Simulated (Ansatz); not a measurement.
Ansatz (a quantum-chemistry and plane-wave program) input (CCSD(T)/def2-SVPD):

Ansatz 0.2 input:
```yaml
crystal:
  periodic: [false, false, false]
  atoms:
    - {symbol: Rb, position_ang: [-0.00000000, -0.00000000, -2.05688587]}
    - {symbol: I, position_ang: [0.00000000, 0.00000000, 1.43593919]}
basis:
  gaussian:
    orbitals: def2-SVPD
total_charge: -1
magnetization: {spin_polarized: true, initial_magnetization: 1}
correlation: {method: ccsd_t, electrons: outside_noble_gas}
output: {forces: true}
```

End of the output:

```
cycle   5  -3.25759821 eV  change    1.2e-5 eV  update   4.7e-4
cycle   6  -3.25759698 eV  change    1.2e-6 eV  update   2.3e-4
cycle   7  -3.25761334 eV  change   -1.6e-5 eV  update   9.1e-5
cycle   8  -3.25761756 eV  change   -4.2e-6 eV  update   3.4e-5
cycle   9  -3.25761668 eV  change    8.8e-7 eV  update   1.2e-5
cycle  10  -3.25761687 eV  change   -1.9e-7 eV  update   4.2e-6
cycle  11  -3.25761705 eV  change   -1.8e-7 eV  update   1.7e-6
cycle  12  -3.25761695 eV  change    9.8e-8 eV  update   6.5e-7
cycle  13  -3.25761698 eV  change   -2.8e-8 eV  update   2.2e-7
perturbative correction -0.07223303 eV, -0.0026545148 hartree
the calculation of the forces begins
Total energy: -8726.58683729 eV, -320.6961511773 hartree
Atom 0 at    -0.000000    -0.000000    -2.056886 Å, force     0.000000    -0.000000    -0.101180 eV/Å
Atom 1 at     0.000000     0.000000     1.435939 Å, force     0.000000     0.000000     0.101180 eV/Å
Dipole moment:    -0.000000    -0.000000     0.922792 e Å
```
